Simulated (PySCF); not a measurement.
A survey of ¹⁹F NMR shifts

Computed data (PySCF 2.14): geometry from PBE0-D3(BJ)/def2-SVP, PBE0/pcSseg-1 with gauge-including orbitals. One computed conformer, no relativistic terms, equivalent nuclei averaged, no solvent model.

Shieldings were converted by a linear fit to measured shifts: ¹⁹F (scatter 6.9 ppm rms, 7.8 ppm with the 5 outliers that the fit left out vs CFCl3, solution or neat liquid, with a term for F on sp3 carbon). Occasional misses reach two or three times the rms, and more in compound classes unlike the fitted ones.

**Question.** Give the ¹⁹F shifts of `FC(F)[C@@H]1C[C@H](F)[SiH2]1`, `C[C@@H](F)c1ccccc1`, `FC(F)(F)/C=C/C[SiH3]`, `CC[C@@H](C)CC(F)F`, `CC[C@@H](C)CC(F)F`.

**Answer.** 
```csv
compound,environment,δ (ppm)
[F:1][CH:2]([F:3])[C@@H:4]1[CH2:5][C@H:6]([F:7])[SiH2:8]1,F3: fluorine of a CF2 group,-112.5
[F:1][CH:2]([F:3])[C@@H:4]1[CH2:5][C@H:6]([F:7])[SiH2:8]1,F1: fluorine of a CF2 group,-112.6
[F:1][CH:2]([F:3])[C@@H:4]1[CH2:5][C@H:6]([F:7])[SiH2:8]1,F7: fluorine on an sp3 carbon,-216.4
C[C@@H](F)c1ccccc1,fluorine on an sp3 carbon,-185.8
FC(F)(F)/C=C/C[SiH3],fluorine of a CF3 group (×3),-67.8
[CH3:1][CH2:2][C@@H:3]([CH3:4])[CH2:5][CH:6]([F:7])[F:8],F8: fluorine of a CF2 group,-118.7
[CH3:1][CH2:2][C@@H:3]([CH3:4])[CH2:5][CH:6]([F:7])[F:8],F7: fluorine of a CF2 group,-121.5
[CH3:1][CH2:2][C@@H:3]([CH3:4])[CH2:5][CH:6]([F:7])[F:8],F8: fluorine of a CF2 group,-118.2
[CH3:1][CH2:2][C@@H:3]([CH3:4])[CH2:5][CH:6]([F:7])[F:8],F7: fluorine of a CF2 group,-122.4
```
